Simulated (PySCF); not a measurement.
Computed Raman spectrum (relative Raman activity) of a molecule Cl2H4OSi2. The structure is a stationary point at ωB97X-D3(BJ)/def2-SVP. Other conformers were not sampled. All values below come from PySCF with ωB97X-D3(BJ)/def2-SVP. Frequencies are harmonic and unscaled.

| ν (cm⁻¹) | relative intensity |
|---|---|
| 330 | 2.6 |
| 524 | 5.2 |
| 610 | 2.6 |
| 658 | 8.2 |
| 737 | 6.8 |
| 745 | 3.9 |
| 833 | 9.1 |
| 859 | 4.6 |
| 967 | 12 |
| 971 | 14 |
| 995 | 8.9 |
| 2276 | 61 |
| 2285 | 79 |
| 2297 | 96 |
| 2368 | 100 |

Which molecule gave these data?
(A) O[Si@@H](Cl)[SiH2]Cl
(B) [SiH3]O[SiH](Cl)Cl
(C) O[Si]([SiH3])(Cl)Cl
(D) Cl[SiH2]O[SiH2]Cl

B, [SiH3]O[SiH](Cl)Cl
